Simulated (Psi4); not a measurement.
HAl, singlet, geometry from GFN2-xTB (such geometries of metal compounds can be far from the true shape). Base run: SVWN/6-31G** (Psi4).

Geometry (Å):
```xyz
2

Al     0.0000     0.0000    -0.1152
H      0.0000     0.0000     1.4979
```
All else is at Psi4's defaults (density fitting, Cartesian functions).
Base energy -242.16580 Eh.

Each row names what was changed in the base input (with any setting that the change needs).

```json
[
 {"change": "base", "ΔE vs base (µEh)": "0.0", "SCF cycles": "7", "grid points": "43445", "basis functions": "24"},
 {"change": "basis_guess = sto-3g", "ΔE vs base (µEh)": "0.0", "SCF cycles": "7", "grid points": "43445", "basis functions": "24"},
 {"change": "level_shift = 0.3", "ΔE vs base (µEh)": "0.0", "SCF cycles": "7", "grid points": "43445", "basis functions": "24"},
 {"change": "scf_type = mem_df", "ΔE vs base (µEh)": "0.0", "SCF cycles": "7", "grid points": "43445", "basis functions": "24"},
 {"change": "guess = sapgau", "ΔE vs base (µEh)": "0.0", "SCF cycles": "7", "grid points": "43445", "basis functions": "24"},
 {"change": "scf_type = dfdirj+cosx", "ΔE vs base (µEh)": "0.3", "SCF cycles": "8", "grid points": "43445", "basis functions": "24"},
 {"change": "scf_type = pk", "ΔE vs base (µEh)": "7.0", "SCF cycles": "7", "grid points": "43445", "basis functions": "24"},
 {"change": "dft_radial_scheme = multiexp", "ΔE vs base (µEh)": "-0.6", "SCF cycles": "7", "grid points": "45261", "basis functions": "24"},
 {"change": "dft_nuclear_scheme = becke", "ΔE vs base (µEh)": "-0.4", "SCF cycles": "7", "grid points": "43332", "basis functions": "24"},
 {"change": "guess = huckel", "ΔE vs base (µEh)": "0.0", "SCF cycles": "7", "grid points": "43445", "basis functions": "24"},
 {"change": "scf_type = cd", "ΔE vs base (µEh)": "-225", "SCF cycles": "7", "grid points": "43445", "basis functions": "24"},
 {"change": "dft_spherical_points = 590", "ΔE vs base (µEh)": "0.3", "SCF cycles": "7", "grid points": "84319", "basis functions": "24"},
 {"change": "dft_spherical_points = 194", "ΔE vs base (µEh)": "4.0", "SCF cycles": "7", "grid points": "27938", "basis functions": "24"}
]
```
